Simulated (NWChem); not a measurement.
Species: C₂H₆NO cation; SMILES CC(=O)[NH3+]

```xyz
10

C     -0.6032    -1.3289     0.0001
C      0.2424    -0.1157    -0.0002
N     -0.6065     1.2290     0.0000
O      1.4031     0.0430     0.0000
H     -1.2535    -1.3523     0.8898
H     -1.2486    -1.3556    -0.8931
H      0.0529    -2.2083     0.0032
H      0.0560     2.0180    -0.0035
H     -1.2138     1.3080    -0.8281
H     -1.2077     1.3106     0.8323
```
Atoms are numbered in this order, from 1.

Coordinates come from a PBE0/def2-SVP optimisation.

List the 6 lowest vertical singlet excitations from LRC-wPBEh/6-31+G* (spherical d), full TDDFT (NWChem).


```tsv
state	energy (eV)	oscillator strength	leading excitation (squared amplitude)
S1	5.47	0.000	HOMO → LUMO (0.99)
S2	8.24	0.070	HOMO → LUMO+1 (0.93)
S3	8.75	0.001	HOMO−2 → LUMO (0.99)
S4	9.09	0.131	HOMO−1 → LUMO (0.70)
S5	9.82	0.000	HOMO−4 → LUMO (0.98)
S6	9.87	0.140	HOMO → LUMO+4 (0.60)
```
